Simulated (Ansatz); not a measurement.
Coupled-cluster diagnostics for SiCl(NHMe)3 (C₃H₁₂ClN₃Si), Ansatz.

Geometry of the singlet (r2SCAN-D4/def2-SVP):

```
atom    x (Å)    y (Å)    z (Å)
 Si1  -0.0153   0.0143  -0.0253
 Cl2  -0.1060   0.1682  -2.1337
  N3  -0.2256  -1.6338   0.3877
  C4  -1.1027  -2.5908  -0.2562
  H5   0.4814  -2.0388   0.9940
  H6  -1.7204  -3.1466   0.4729
  H7  -1.7899  -2.0642  -0.9358
  H8  -0.5557  -3.3319  -0.8692
  N9  -1.2569   0.9962   0.6335
 C10  -1.6675   2.2957   0.1382
 H11  -1.9594   0.5125   1.1853
 H12  -1.9101   2.9895   0.9632
 H13  -0.8458   2.7495  -0.4380
 H14  -2.5436   2.2511  -0.5374
 N15   1.5199   0.5638   0.5030
 C16   2.7831   0.2886  -0.1540
 H17   1.5192   1.3928   1.0904
 H18   3.6005   0.1571   0.5776
 H19   2.7054  -0.6499  -0.7263
 H20   3.0895   1.0766  -0.8699
```

Correlated methods freeze 16 core orbitals.

(1) Estimate the CCSD(T) correlation energy, the shares of MP2 and (T), T1 and the reference's ⟨S²⟩ for: charge 0, singlet, own geometry in def2-SVP; and the rough time on 4 threads of Intel Xeon on a shared host.

Results:

(1) 
| state | basis | correlation (eV) | MP2 share (%) | (T) share (%) | T1 | ⟨S²⟩ (pure) | wall time |
| --- | --- | --- | --- | --- | --- | --- | --- |
| charge 0, singlet, own geometry | def2-SVP | -34.908 | 90.5 | 2.6 | 0.009 | 0.00 (0.00) | 72 s |
Customary marks for T1 are 0.02 (closed shells), 0.045 (open shells) and about 0.05 (3d metals). T1 stays under 0.02 throughout.
